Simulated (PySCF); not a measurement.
2,3,3,3-tetrafluoropropene (C3H2F4), SMILES C=C(F)C(F)(F)F.

Coordinates come from a B3LYP-D3(BJ)/def2-SVP optimisation.

Level of theory: B3LYP-D3(BJ)/def2-SVP in PySCF.

Frequencies are harmonic and unscaled.

Computed vibrational spectrum:
| mode | ν (cm⁻¹) | IR (km/mol) | Raman (Å⁴/amu) | depolarisation | moving atoms (share of kinetic energy) |
|---|---|---|---|---|---|
| 1 | 63 | 0.8 | 2.0 | 0.75 | F 67 %, C 24 %, H 8 % |
| 2 | 234 | 0.2 | 2.8 | 0.75 | F 74 %, C 18 % |
| 3 | 236 | 1.4 | 0.2 | 0.69 | F 80 %, C 15 % |
| 4 | 368 | 0.6 | 2.1 | 0.53 | F 51 %, C 29 %, H 20 % |
| 5 | 421 | 1.6 | 1.6 | 0.74 | F 83 %, C 13 % |
| 6 | 501 | 1.2 | 2.1 | 0.75 | F 77 %, C 20 % |
| 7 | 579 | 8.4 | 1.3 | 0.59 | F 73 %, C 16 %, H 11 % |
| 8 | 620 | 21.1 | 2.1 | 0.48 | F 51 %, C 39 %, H 10 % |
| 9 | 684 | 0.6 | 1.2 | 0.75 | C 57 %, F 35 % |
| 10 | 754 | 0.2 | 3.4 | 0.75 | H 91 % |
| 11 | 802 | 1.8 | 6.8 | 0.05 | F 77 %, C 17 % |
| 12 | 917 | 44.9 | 1.8 | 0.75 | H 71 %, C 29 % |
| 13 | 958 | 21.1 | 4.2 | 0.35 | H 47 %, C 27 %, F 26 % |
| 14 | 1181 | 191.7 | 0.5 | 0.69 | C 66 %, F 23 %, H 11 % |
| 15 | 1211 | 306.9 | 2.3 | 0.75 | C 77 %, F 22 % |
| 16 | 1241 | 293.1 | 1.5 | 0.43 | C 78 %, F 21 % |
| 17 | 1385 | 30.0 | 6.3 | 0.69 | H 65 %, C 30 % |
| 18 | 1415 | 169.0 | 6.8 | 0.37 | C 71 %, H 23 % |
| 19 | 1770 | 50.3 | 23.6 | 0.15 | C 93 % |
| 20 | 3182 | 4.1 | 90.8 | 0.13 | H 94 % |
| 21 | 3293 | 1.6 | 49.7 | 0.75 | H 89 %, C 11 % |
